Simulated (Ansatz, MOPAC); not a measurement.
Molecule: C₄H₅N, charge 0, multiplicity 1. SMILES: C=CCC#N
Geometry from a B3LYP-D3(BJ)/def2-TZVP (Ansatz, a first-principles code) optimisation:
```
C
C 1 1.3237
H 2 1.0818 1 121.31
H 2 1.0839 3 116.92 1 -179.95
H 1 1.0845 2 120.50 3 -0.64
C 1 1.5080 5 115.79 2 -179.68
H 6 1.0919 1 110.55 5 -178.15
H 6 1.0950 7 107.17 1 120.20
C 6 1.4621 7 108.75 8 116.05
N 9 1.1496 8 149.92 6 178.33
```
Charge 0, spin multiplicity 1.

Quantity: vertical ionisation energy to the doublet, in eV. Set-up: six Cartesian d functions in 6-31G* and its kin unless marked 5d; 6-311+G** with 5d; valence correlation only; each state is the SCF solution reached for its charge and spin; no spin-orbit coupling; non-relativistic; open shells spin-unrestricted; dispersion terms only where a functional's name holds one. First-principles rows: single points at B3LYP-D3(BJ) geometries (Ansatz). Semi-empirical rows: differences of heats of formation at the shared geometry for vertical values.

```
level               program  vertical ionisation energy to the doublet (eV)
------------------  -------  ----------------------------------------------
PM3                   MOPAC                                           10.60
HF/6-311+G**         Ansatz                                            9.26
B3LYP/3-21G          Ansatz                                           10.41
B3LYP/6-31G*         Ansatz                                           10.32
B3LYP/6-311+G**      Ansatz                                           10.56
MP2/6-31G*           Ansatz                                           10.42
PBE/def2-TZVPD       Ansatz                                           10.35
PBE0/def2-TZVPD      Ansatz                                           10.52
wB97M-V/def2-TZVPD   Ansatz                                           10.63
```

No value to compare with is used here. The 6 habitual levels span 9.26 (HF/6-311+G**) to 10.60 eV (PM3); wB97M-V/def2-TZVPD gives 10.63.

The levels are drawn from those run, B3LYP/6-31G* more often than the rest, none by its result; left out are runs that failed, that the program found above a lower state of the same kind, or whose <S^2> lies over 0.5 above the pure value.
